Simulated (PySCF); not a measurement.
I³⁺ (iodine, charge +3) across methods

[Kr] 4d10 5s2 5p2, high-spin 3P determinant. Calculation: PySCF 2.14, in def2-TZVPPD with the def2 core potential (28 electrons) (7s6p4d2f, 59 functions); scalar relativity through the core potential.

```tsv
method	E (hartree)	mean ε 5s α (eV)	mean ε 5s β (eV)	mean ε 5p α (eV)	Σ⟨r²⟩ (bohr²)	⟨S²⟩
LDA	-295.0414	-47.615	-46.068	-35.172	32.73	2.001
UHF	-294.55940	-54.045	-48.447	-39.906	33.06	2.007
PW91	-295.5787	-47.421	-45.620	-35.144	32.71	2.001
LC-wPBE	-295.5179	-52.605	-49.598	-39.413	32.69	2.003
PBE0	-295.4989	-49.252	-46.577	-36.492	32.75	2.002
PBE	-295.4774	-47.317	-45.507	-35.074	32.73	2.001
r2SCAN	-295.5937	-48.010	-45.523	-35.569	32.70	2.003
MN15	-294.7838	-50.275	-47.681	-37.233	32.82	2.002
```

(1) Estimate the same row for PBEsol.

Energies and moments cover only the electrons outside the core potential.

Answers

(1) E (hartree) = -295.1884; mean ε 5s α (eV) = -47.405; mean ε 5s β (eV) = -45.560; mean ε 5p α (eV) = -35.098; Σ⟨r²⟩ (bohr²) = 32.71; ⟨S²⟩ = 2.001.
